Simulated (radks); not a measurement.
Values are calculated unless marked as measured or tabulated.
Fractional charge and spin in the 4s shell of iron: the spin-up occupation runs from 0 to 1 and the spin-down occupation from 0 to 1; the fullest corner is Fe, [Ar] 3d(up 3, down 3) 4s(up 1, down 1). Level of theory: non-relativistic Kohn-Sham, r2SCAN, spin-polarised, spherical densities, point nucleus; meta-GGA in the generalised Kohn-Sham scheme (a radial shooting solver on a logarithmic mesh with Libxc functionals). Energy (eV) above the fullest corner. The planes named below are the two flat planes that join the four corners, with an edge along up + down = one added electron.

| down \ up | 0 | 0.25 | 0.5 | 0.75 | 1 |
|---|---|---|---|---|---|
| 0 | 24.255 | 19.662 | 15.441 | 11.602 | 8.157 |
| 0.25 | 19.662 | 15.595 | 11.895 | 8.563 | 5.614 |
| 0.5 | 15.441 | 11.895 | 8.702 | 5.865 | 3.404 |
| 0.75 | 11.602 | 8.563 | 5.865 | 3.516 | 1.529 |
| 1 | 8.157 | 5.614 | 3.404 | 1.529 | 0.000 |

Corners above the fullest one (they belong to Fe+ and the next ion): (up 1, down 0) 8.157 eV, (up 0, down 1) 8.157 eV, (up 0, down 0) 24.255 eV. With half an added electron in each spin the energy lies 0.544 eV from the planes, and with half an added electron in spin up alone -0.765 eV. The planes are only a guide here: the flat-plane condition holds for ground states with one frontier orbital, while other shells are open and held unpolarised.
